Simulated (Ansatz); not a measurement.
Ansatz (a first-principles code) input (B3LYP-D3(BJ)/def2-TZVP):

Ansatz 0.2 input:
```yaml
crystal:
  periodic: [false, false, false]
  atoms:
    - {symbol: Zr, position_ang: [0.16914683, -0.11984310, 0.24852406]}
    - {symbol: O, position_ang: [0.97253443, -0.02875782, -1.29127889]}
    - {symbol: F, position_ang: [-1.61623875, 0.55819851, 0.04325205]}
basis:
  gaussian:
    orbitals: def2-TZVP
hamiltonian:
  xc: b3lyp
  dispersion: d3bj
magnetization: {spin_polarized: true, initial_magnetization: 1}
phonons: {temperatures: {t_min: 298.15, t_max: 298.15, t_step: 100}}
```

Output:

```
Functional definition: B3LYP
integrals: 0.03 GiB planned
662 factors; their error is unknown
mean field: 0.34 GiB planned
mean field evaluation 1: about -6034.6433 eV, gradient 6.4e1 eV
mean field evaluation 2: about -5786.6549 eV, gradient 2.0e2 eV
mean field evaluation 4: about -6047.7263 eV, gradient 1.9e1 eV
mean field evaluation 8: about -6049.0792 eV, gradient 1.7e-1 eV
mean field evaluation 16: about -6049.1117 eV, gradient 9.5e-4 eV
mean field -6049.11172896 eV, -222.3007558039 hartree, gradient 3.9e-5 eV, S^2 0.751850; 1 other end points of the search recorded, 0 dependent functions left out
the calculation of the forces begins
reference -6049.11195976 eV, -222.3007642859 hartree; 15, 14 occupied and 87, 88 virtual orbitals, 662 factors
these checks for a lower state are left out or cut short: stability, starts, cluster_reference, orbital_swaps, neighbouring_geometries, increment
integrals: 0.03 GiB planned
662 factors; their error is unknown
mean field: 0.34 GiB planned
mean field evaluation 32: about -6049.1116 eV, gradient 1.9e-6 eV
mean field -6049.11162937 eV, -222.3007521441 hartree, gradient 1.9e-6 eV, S^2 0.751844; 0 other end points of the search recorded, 0 dependent functions left out
the calculation of the forces begins
reference -6049.11186018 eV, -222.3007606264 hartree; 15, 14 occupied and 87, 88 virtual orbitals, 662 factors
these checks for a lower state are left out or cut short: stability, starts, cluster_reference, orbital_swaps, neighbouring_geometries, increment
integrals: 0.03 GiB planned
662 factors; their error is unknown
mean field: 0.34 GiB planned
mean field -6049.11163458 eV, -222.3007523355 hartree, gradient 1.9e-6 eV, S^2 0.751856; 0 other end points of the search recorded, 0 dependent functions left out
the calculation of the forces begins
reference -6049.11186537 eV, -222.3007608172 hartree; 15, 14 occupied and 87, 88 virtual orbitals, 662 factors
these checks for a lower state are left out or cut short: stability, starts, cluster_reference, orbital_swaps, neighbouring_geometries, increment
integrals: 0.03 GiB planned
662 factors; their error is unknown
mean field: 0.34 GiB planned
mean field -6049.11165896 eV, -222.3007532318 hartree, gradient 2.1e-6 eV, S^2 0.751836; 0 other end points of the search recorded, 0 dependent functions left out
the calculation of the forces begins
reference -6049.11188973 eV, -222.3007617124 hartree; 15, 14 occupied and 87, 88 virtual orbitals, 662 factors
these checks for a lower state are left out or cut short: stability, starts, cluster_reference, orbital_swaps, neighbouring_geometries, increment
integrals: 0.03 GiB planned
662 factors; their error is unknown
mean field: 0.34 GiB planned
mean field -6049.11166250 eV, -222.3007533619 hartree, gradient 2.1e-6 eV, S^2 0.751863; 0 other end points of the search recorded, 0 dependent functions left out
the calculation of the forces begins
reference -6049.11189335 eV, -222.3007618452 hartree; 15, 14 occupied and 87, 88 virtual orbitals, 662 factors
these checks for a lower state are left out or cut short: stability, starts, cluster_reference, orbital_swaps, neighbouring_geometries, increment
integrals: 0.03 GiB planned
662 factors; their error is unknown
mean field: 0.34 GiB planned
mean field evaluation 64: about -6049.1117 eV, gradient 1.8e-6 eV
mean field -6049.11171334 eV, -222.3007552300 hartree, gradient 1.8e-6 eV, S^2 0.751856; 0 other end points of the search recorded, 0 dependent functions left out
the calculation of the forces begins
reference -6049.11194419 eV, -222.3007637136 hartree; 15, 14 occupied and 87, 88 virtual orbitals, 662 factors
these checks for a lower state are left out or cut short: stability, starts, cluster_reference, orbital_swaps, neighbouring_geometries, increment
integrals: 0.03 GiB planned
662 factors; their error is unknown
mean field: 0.34 GiB planned
mean field -6049.11168890 eV, -222.3007543321 hartree, gradient 2.1e-6 eV, S^2 0.751843; 0 other end points of the search recorded, 0 dependent functions left out
the calculation of the forces begins
reference -6049.11191967 eV, -222.3007628124 hartree; 15, 14 occupied and 87, 88 virtual orbitals, 662 factors
these checks for a lower state are left out or cut short: stability, starts, cluster_reference, orbital_swaps, neighbouring_geometries, increment
integrals: 0.03 GiB planned
662 factors; their error is unknown
mean field: 0.34 GiB planned
mean field -6049.11167358 eV, -222.3007537689 hartree, gradient 2.0e-6 eV, S^2 0.751862; 0 other end points of the search recorded, 0 dependent functions left out
the calculation of the forces begins
reference -6049.11190443 eV, -222.3007622525 hartree; 15, 14 occupied and 87, 88 virtual orbitals, 662 factors
these checks for a lower state are left out or cut short: stability, starts, cluster_reference, orbital_swaps, neighbouring_geometries, increment
integrals: 0.03 GiB planned
662 factors; their error is unknown
mean field: 0.34 GiB planned
mean field -6049.11166163 eV, -222.3007533298 hartree, gradient 2.0e-6 eV, S^2 0.751837; 0 other end points of the search recorded, 0 dependent functions left out
the calculation of the forces begins
reference -6049.11189239 eV, -222.3007618102 hartree; 15, 14 occupied and 87, 88 virtual orbitals, 662 factors
these checks for a lower state are left out or cut short: stability, starts, cluster_reference, orbital_swaps, neighbouring_geometries, increment
integrals: 0.03 GiB planned
662 factors; their error is unknown
mean field: 0.34 GiB planned
mean field -6049.11164696 eV, -222.3007527908 hartree, gradient 2.0e-6 eV, S^2 0.751849; 0 other end points of the search recorded, 0 dependent functions left out
the calculation of the forces begins
reference -6049.11187772 eV, -222.3007612707 hartree; 15, 14 occupied and 87, 88 virtual orbitals, 662 factors
these checks for a lower state are left out or cut short: stability, starts, cluster_reference, orbital_swaps, neighbouring_geometries, increment
integrals: 0.03 GiB planned
662 factors; their error is unknown
mean field: 0.34 GiB planned
mean field evaluation 96: about -6049.0794 eV, gradient 1.8e-1 eV
mean field -6049.11166619 eV, -222.3007534972 hartree, gradient 1.9e-6 eV, S^2 0.751850; 0 other end points of the search recorded, 0 dependent functions left out
the calculation of the forces begins
reference -6049.11189705 eV, -222.3007619812 hartree; 15, 14 occupied and 87, 88 virtual orbitals, 662 factors
these checks for a lower state are left out or cut short: stability, starts, cluster_reference, orbital_swaps, neighbouring_geometries, increment
integrals: 0.03 GiB planned
662 factors; their error is unknown
mean field: 0.34 GiB planned
mean field -6049.11172221 eV, -222.3007555561 hartree, gradient 1.0e-6 eV, S^2 0.751851; 0 other end points of the search recorded, 0 dependent functions left out
the calculation of the forces begins
reference -6049.11195301 eV, -222.3007640378 hartree; 15, 14 occupied and 87, 88 virtual orbitals, 662 factors
these checks for a lower state are left out or cut short: stability, starts, cluster_reference, orbital_swaps, neighbouring_geometries, increment
integrals: 0.03 GiB planned
662 factors; their error is unknown
mean field: 0.34 GiB planned
mean field -6049.11173060 eV, -222.3007558644 hartree, gradient 2.0e-6 eV, S^2 0.751849; 0 other end points of the search recorded, 0 dependent functions left out
the calculation of the forces begins
reference -6049.11196141 eV, -222.3007643466 hartree; 15, 14 occupied and 87, 88 virtual orbitals, 662 factors
Total energy: -6049.18204355 eV, -222.3033398176 hartree
Atom 0 at     0.169147    -0.119843     0.248524 Å, force    -0.001575     0.000442     0.000463 eV/Å
Atom 1 at     0.972534    -0.028758    -1.291279 Å, force     0.000246     0.000052    -0.000570 eV/Å
Atom 2 at    -1.616239     0.558199     0.043252 Å, force     0.001329    -0.000494     0.000107 eV/Å
Dipole moment:     0.237972    -0.298603     0.885186 e Å
Vibrations: 225.37 641.07 966.86 cm⁻¹, zero-point energy 0.113650 eV
```

The spin state was set by rule; other spins were not relaxed.
